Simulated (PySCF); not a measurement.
C3H9NSi2, SMILES CC1=C[SiH2]N[SiH2]1.

The structure is a stationary point at B3LYP-D3(BJ)/def2-SVP. This is a generated structure with no PubChem entry under its InChIKey; it may be hypothetical.

These are PBE0/def2-TZVP (PySCF) values and carry that method's errors.

Symmetry labels are those of the subgroup Cs that the program uses (full group Cs).

Computed valence orbital energies around the gap with their symmetry:
| orbital | symmetry | energy (eV) |
|---|---|---|
| HOMO−7 | A' | -11.52 |
| HOMO−6 | A" | -10.35 |
| HOMO−5 | A' | -10.08 |
| HOMO−4 | A" | -9.44 |
| HOMO−3 | A' | -9.32 |
| HOMO−2 | A' | -8.27 |
| HOMO−1 | A" | -7.52 |
| HOMO | A" | -7.29 |
| LUMO | A" | -0.50 |
| LUMO+1 | A' | 0.16 |
| LUMO+2 | A' | 1.09 |
| LUMO+3 | A' | 1.23 |
